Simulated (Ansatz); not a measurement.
Energy needed to pull apart H2TeSeO (SMILES O[Se][TeH]), singlet, into free ground-state atoms, from the structure below (displaced at random from a GFN2-xTB minimum); no zero-point or spin–orbit terms; open-shell atoms are treated unrestricted, in their ground-state multiplicity.

```json
{"atom": "O1", "x (Å)": "-1.0913", "y (Å)": "-0.4810", "z (Å)": "-0.8982"}
{"atom": "Se2", "x (Å)": "-0.5503", "y (Å)": "-0.4098", "z (Å)": "0.9361"}
{"atom": "Te3", "x (Å)": "1.4107", "y (Å)": "1.0736", "z (Å)": "0.6414"}
{"atom": "H4", "x (Å)": "-2.1054", "y (Å)": "-0.0694", "z (Å)": "-0.7347"}
{"atom": "H5", "x (Å)": "2.3487", "y (Å)": "0.0638", "z (Å)": "0.2405"}
```

Computed with Ansatz 0.2.0 (basis: def2-TZVPP); correlated methods freeze the cores. Filled d shells of the heavier atoms are correlated. Core potentials replace the inner electrons of the atoms past krypton. The def2 sets are not built for correlating such inner shells, so the correlated values are less sure here.

```json
{"method": "PBE-D4", "atomization energy (eV)": "12.46"}
{"method": "r2SCAN-D4", "atomization energy (eV)": "11.81"}
{"method": "PBE0-D4", "atomization energy (eV)": "11.59"}
{"method": "r2SCANh-D4", "atomization energy (eV)": "11.52"}
{"method": "r2SCAN0-D4", "atomization energy (eV)": "?"}
{"method": "wB97M-V", "atomization energy (eV)": "?"}
{"method": "HF", "atomization energy (eV)": "5.35"}
{"method": "MP2", "atomization energy (eV)": "11.57"}
{"method": "CCSD", "atomization energy (eV)": "10.74"}
{"method": "CCSD(T)", "atomization energy (eV)": "11.24"}
```

(1) What does r2SCAN0-D4 give? (To be estimated.)

(2) What does wB97M-V give? (Judge from chemistry; the value comes from the calculation.)

The T1 diagnostic stays at or below 0.014.

## Answers

(1) The calculation gives: 11.11 eV, which is about 0.13 eV less than CCSD(T)/def2-TZVPP.

(2) The calculation gives: 11.55 eV, which is about 0.32 eV more than CCSD(T)/def2-TZVPP.

In triple zeta the MP2 and coupled-cluster atomization energies are still short of their basis limit by a few kcal/mol a bond, whereas those of the functionals are nearly converged, so these differences are not deviations from converged CCSD(T).

For scale, one of the runs: CCSD(T)/def2-TZVPP forces, 157 basis functions (an equivalent command: `ansatz run in.yaml --threads 4`). The run took 3.2 min on 4 CPU threads (shared host), with 2.4 GiB of host memory at its peak.
